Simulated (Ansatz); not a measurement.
Ansatz (a first-principles code) input (B3LYP-D3(BJ)/def2-TZVP):

Ansatz 0.2 input:
```yaml
crystal:
  periodic: [false, false, false]
  atoms:
    - {symbol: Ag, position_ang: [-0.00000000, -0.00000000, -0.34334467]}
    - {symbol: F, position_ang: [0.00000000, 0.00000000, 1.79302218]}
basis:
  gaussian:
    orbitals: def2-TZVP
hamiltonian:
  xc: b3lyp
  dispersion: d3bj
total_charge: -1
magnetization: {spin_polarized: true, initial_magnetization: 1}
phonons: {temperatures: {t_min: 298.15, t_max: 298.15, t_step: 100}}
```

Output:

```
Functional definition: B3LYP
integrals: 0.01 GiB planned
514 factors; their error is unknown
mean field: 0.21 GiB planned
mean field evaluation 1: about -6718.1460 eV, gradient 2.7e1 eV
mean field evaluation 2: about -6715.4851 eV, gradient 4.3e1 eV
mean field evaluation 4: about -6720.3918 eV, gradient 3.4e0 eV
mean field evaluation 8: about -6720.4607 eV, gradient 8.4e-2 eV
mean field evaluation 16: about -6720.4607 eV, gradient 3.0e-5 eV
mean field -6720.46071297 eV, -246.9723759097 hartree, gradient 3.0e-5 eV, S^2 0.751836; 0 other end points of the search recorded, 0 dependent functions left out
the calculation of the forces begins
reference -6720.46089147 eV, -246.9723824696 hartree; 15, 14 occupied and 56, 57 virtual orbitals, 514 factors
these checks for a lower state are left out or cut short: stability, starts, cluster_reference, orbital_swaps, neighbouring_geometries, increment
integrals: 0.01 GiB planned
514 factors; their error is unknown
mean field: 0.21 GiB planned
mean field -6720.46071297 eV, -246.9723759096 hartree, gradient 1.2e-6 eV, S^2 0.751836; 0 other end points of the search recorded, 0 dependent functions left out
the calculation of the forces begins
reference -6720.46089147 eV, -246.9723824696 hartree; 15, 14 occupied and 56, 57 virtual orbitals, 514 factors
these checks for a lower state are left out or cut short: stability, starts, cluster_reference, orbital_swaps, neighbouring_geometries, increment
integrals: 0.01 GiB planned
514 factors; their error is unknown
mean field: 0.21 GiB planned
mean field -6720.46071297 eV, -246.9723759096 hartree, gradient 1.2e-6 eV, S^2 0.751836; 0 other end points of the search recorded, 0 dependent functions left out
the calculation of the forces begins
reference -6720.46089147 eV, -246.9723824696 hartree; 15, 14 occupied and 56, 57 virtual orbitals, 514 factors
these checks for a lower state are left out or cut short: stability, starts, cluster_reference, orbital_swaps, neighbouring_geometries, increment
integrals: 0.01 GiB planned
514 factors; their error is unknown
mean field: 0.21 GiB planned
mean field evaluation 32: about -6720.4607 eV, gradient 3.1e-2 eV
mean field -6720.46071297 eV, -246.9723759096 hartree, gradient 1.2e-6 eV, S^2 0.751836; 0 other end points of the search recorded, 0 dependent functions left out
the calculation of the forces begins
reference -6720.46089147 eV, -246.9723824696 hartree; 15, 14 occupied and 56, 57 virtual orbitals, 514 factors
these checks for a lower state are left out or cut short: stability, starts, cluster_reference, orbital_swaps, neighbouring_geometries, increment
integrals: 0.01 GiB planned
514 factors; their error is unknown
mean field: 0.21 GiB planned
mean field -6720.46071297 eV, -246.9723759096 hartree, gradient 1.2e-6 eV, S^2 0.751836; 0 other end points of the search recorded, 0 dependent functions left out
the calculation of the forces begins
reference -6720.46089147 eV, -246.9723824696 hartree; 15, 14 occupied and 56, 57 virtual orbitals, 514 factors
these checks for a lower state are left out or cut short: stability, starts, cluster_reference, orbital_swaps, neighbouring_geometries, increment
integrals: 0.01 GiB planned
514 factors; their error is unknown
mean field: 0.21 GiB planned
mean field -6720.46069380 eV, -246.9723752054 hartree, gradient 2.4e-6 eV, S^2 0.751835; 0 other end points of the search recorded, 0 dependent functions left out
the calculation of the forces begins
reference -6720.46087228 eV, -246.9723817644 hartree; 15, 14 occupied and 56, 57 virtual orbitals, 514 factors
these checks for a lower state are left out or cut short: stability, starts, cluster_reference, orbital_swaps, neighbouring_geometries, increment
integrals: 0.01 GiB planned
514 factors; their error is unknown
mean field: 0.21 GiB planned
mean field -6720.46068638 eV, -246.9723749325 hartree, gradient 2.4e-6 eV, S^2 0.751836; 0 other end points of the search recorded, 0 dependent functions left out
the calculation of the forces begins
reference -6720.46086491 eV, -246.9723814935 hartree; 15, 14 occupied and 56, 57 virtual orbitals, 514 factors
these checks for a lower state are left out or cut short: stability, starts, cluster_reference, orbital_swaps, neighbouring_geometries, increment
integrals: 0.01 GiB planned
514 factors; their error is unknown
mean field: 0.21 GiB planned
mean field evaluation 64: about -6720.4607 eV, gradient 1.9e-5 eV
mean field -6720.46071297 eV, -246.9723759096 hartree, gradient 1.2e-6 eV, S^2 0.751836; 0 other end points of the search recorded, 0 dependent functions left out
the calculation of the forces begins
reference -6720.46089147 eV, -246.9723824696 hartree; 15, 14 occupied and 56, 57 virtual orbitals, 514 factors
these checks for a lower state are left out or cut short: stability, starts, cluster_reference, orbital_swaps, neighbouring_geometries, increment
integrals: 0.01 GiB planned
514 factors; their error is unknown
mean field: 0.21 GiB planned
mean field -6720.46071297 eV, -246.9723759096 hartree, gradient 1.2e-6 eV, S^2 0.751836; 0 other end points of the search recorded, 0 dependent functions left out
the calculation of the forces begins
reference -6720.46089147 eV, -246.9723824696 hartree; 15, 14 occupied and 56, 57 virtual orbitals, 514 factors
these checks for a lower state are left out or cut short: stability, starts, cluster_reference, orbital_swaps, neighbouring_geometries, increment
integrals: 0.01 GiB planned
514 factors; their error is unknown
mean field: 0.21 GiB planned
mean field -6720.46071297 eV, -246.9723759096 hartree, gradient 1.2e-6 eV, S^2 0.751836; 0 other end points of the search recorded, 0 dependent functions left out
the calculation of the forces begins
reference -6720.46089147 eV, -246.9723824696 hartree; 15, 14 occupied and 56, 57 virtual orbitals, 514 factors
these checks for a lower state are left out or cut short: stability, starts, cluster_reference, orbital_swaps, neighbouring_geometries, increment
integrals: 0.01 GiB planned
514 factors; their error is unknown
mean field: 0.21 GiB planned
mean field -6720.46071297 eV, -246.9723759096 hartree, gradient 1.2e-6 eV, S^2 0.751836; 0 other end points of the search recorded, 0 dependent functions left out
the calculation of the forces begins
reference -6720.46089147 eV, -246.9723824696 hartree; 15, 14 occupied and 56, 57 virtual orbitals, 514 factors
these checks for a lower state are left out or cut short: stability, starts, cluster_reference, orbital_swaps, neighbouring_geometries, increment
integrals: 0.01 GiB planned
514 factors; their error is unknown
mean field: 0.21 GiB planned
mean field evaluation 96: about -6720.4607 eV, gradient 2.4e-6 eV
mean field -6720.46068638 eV, -246.9723749325 hartree, gradient 2.4e-6 eV, S^2 0.751836; 0 other end points of the search recorded, 0 dependent functions left out
the calculation of the forces begins
reference -6720.46086491 eV, -246.9723814935 hartree; 15, 14 occupied and 56, 57 virtual orbitals, 514 factors
these checks for a lower state are left out or cut short: stability, starts, cluster_reference, orbital_swaps, neighbouring_geometries, increment
integrals: 0.01 GiB planned
514 factors; their error is unknown
mean field: 0.21 GiB planned
mean field -6720.46069380 eV, -246.9723752054 hartree, gradient 2.4e-6 eV, S^2 0.751835; 0 other end points of the search recorded, 0 dependent functions left out
the calculation of the forces begins
reference -6720.46087228 eV, -246.9723817644 hartree; 15, 14 occupied and 56, 57 virtual orbitals, 514 factors
Total energy: -6720.48593707 eV, -246.9733028784 hartree
Atom 0 at    -0.000000    -0.000000    -0.343345 Å, force    -0.000000    -0.000000     0.000034 eV/Å
Atom 1 at     0.000000     0.000000     1.793022 Å, force     0.000000     0.000000    -0.000034 eV/Å
Dipole moment:     0.000000     0.000000    -0.459354 e Å
Vibrations: 351.16 cm⁻¹, zero-point energy 0.021769 eV
```

The spin state was set by rule; other spins were not relaxed.
